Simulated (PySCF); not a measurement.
Spinor energies of Pb(3+) (lead, charge +3)

Start: [Xe] 4f14 5d10 6s1; 6s1/2 filled at m_j = +1/2. Calculated with PySCF 2.14 in x2c-QZVPPall-2c: generalised Hartree-Fock with the X2C-1e Hamiltonian and a Gaussian nucleus; one run each with spin-orbit coupling (SO) switched off, then screened by Boettger's factors.

```tsv
spinor shell	electrons	ε, spin-free (eV)	ε, screened SO (eV)	weight of nominal j (screened SO)	rms radius, screened SO (bohr)
1s1/2	2	-88538.7	-88500.2	1.000	0.0181
2s1/2	2	-16019.2	-16007.1	1.000	0.0730
2p1/2	2	-13764.4	-15350.2	1.000	0.0617
2p3/2	4	-13764.4	-13154.9	1.000	0.0700
3s1/2	2	-3940.1	-3936.3	1.000	0.186
3p1/2	2	-3283.6	-3640.6	1.000	0.178
3p3/2	4	-3283.6	-3143.7	1.000	0.195
3d3/2	4	-2601.1	-2662.9	1.000	0.170
3d5/2	6	-2601.1	-2557.3	1.000	0.175
4s1/2	2	-953.50	-952.37	1.000	0.408
4p1/2	2	-734.68	-823.21	1.000	0.412
4p3/2	4	-734.68	-699.83	1.000	0.446
4d3/2	4	-475.36	-489.18	1.000	0.455
4d5/2	6	-475.36	-465.49	1.000	0.466
5s1/2	2	-195.56	-195.38	1.000	0.916
4f5/2	6	-187.56	-190.14	1.000	0.491
4f7/2	8	-187.56	-184.87	1.000	0.497
5p1/2	2	-132.58	-149.27	1.000	0.981
5p3/2	4	-132.58	-126.12	1.000	1.07
5d3/2	4	-57.523	-59.263	0.996	1.33
5d5/2	6	-57.523	-56.328	0.997	1.38
6s1/2	1	-40.842	-40.864	1.000	2.27
```

| quantity | spin-free | screened SO |
| --- | --- | --- |
| E (hartree) | -20864.02757 | -20902.11141 |
| M_J | 1/2 | 1/2 |
| ⟨J²⟩ | 0.751 | 0.751 |
| ⟨L²⟩ | 0.000 | 0.202 |
| ⟨S²⟩ | 0.751 | 0.954 |

Each row is a mean over spinors that exchange with the open shell spreads, by up to 0.484 eV (5s1/2).

Breit and QED terms are absent; they matter most for the inner s and p1/2 levels.

Densities and radii are taken from the X2C orbitals without a picture-change correction, which distorts them close to the nucleus.

Without spin-orbit coupling the j labels of p, d and f shells carry no meaning; the spin-free column gives the mean over the occupied spinors of each nl shell.
